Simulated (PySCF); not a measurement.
Simulated C 1s region for `c1c2n[se]nc2ccc1` (2,1,3-benzoselenadiazole), binding energy against the vacuum level.

Every computed line was given a Gaussian of 0.6 eV full width at half maximum and an area set by the number of equivalent atoms; the highest printed point is 100. The calculation used delta-SCF UKS SCAN, pcX-2 on the ionised atom, pcseg-1 elsewhere, spin-free X2C (PySCF).

binding energy (eV), intensity and a bar:
```
    289.6          0 
    289.7          1 
    289.8          3 #
    289.9          8 ##
    290.0         17 #####
    290.1         33 ##########
    290.2         54 ################
    290.3         77 #######################
    290.4         94 ############################
    290.5        100 ##############################
    290.6         91 ###########################
    290.7         72 ######################
    290.8         49 ###############
    290.9         30 #########
    291.0         17 #####
    291.1         13 ####
    291.2         16 #####
    291.3         25 #######
    291.4         36 ###########
    291.5         46 ##############
    291.6         51 ###############
    291.7         48 ##############
    291.8         39 ############
    291.9         27 ########
    292.0         16 #####
    292.1          8 ##
    292.2          4 #
    292.3          1 
    292.4          0 
    292.5          0
```

Task: Count the maxima, the lines and the sites behind this envelope.

Result: The curve has 2 maxima (at 290.5 and 291.6 eV). Under it lie 3 lines from 3 inequivalent carbon sites. At this width some lines have no maximum of their own.

Task: Decompose the envelope and assign each component. Numbering: `[cH:1]1[cH:2][cH:3][c:4]2[n:5][se:6][n:7][c:8]2[cH:9]1`.

Result: 
```
position (eV)  relative area  line  atoms                  environment
       290.44              2  C 1s  C3/C9           aromatic CH carbon
       290.54              2  C 1s  C1/C2           aromatic CH carbon
       291.61              2  C 1s  C4/C8  ring-fusion aromatic carbon
```

Task: What are the centre and the root-mean-square width of the whole band?

Result: The area-weighted mean of the lines is 290.86 eV. Their own spread about it is 0.53 eV (rms) and each Gaussian has σ = 0.6/2.355 = 0.25 eV; the variances add, which gives 0.59 eV.

The listed C 1s values span 1.17 eV, from C3/C9 (bonded to 2 C (aromatic in the SMILES) and H) to C4/C8 (bonded to N (aromatic in the SMILES) and 2 C (aromatic in the SMILES)). Summing the Pauling electronegativity differences to the bonded atoms, each weighted by its formal bond order, gives -0.35 for the lowest site and +0.74 for the highest; no listed site has a larger sum than the highest.

Shake-up satellites, vibrational structure and lifetime widths aren't simulated. Atoms equivalent by their bonding share one computed value, that of the first of them. The unrestricted hole states depart most from a pure doublet (⟨S²⟩ = 0.75; over 0.85 named) for C 1s of C4/C8 (0.86), which makes this value less certain. Geometry: PBE0-D3(BJ)/def2-SVP; no solvent, vibrations or thermal averaging.
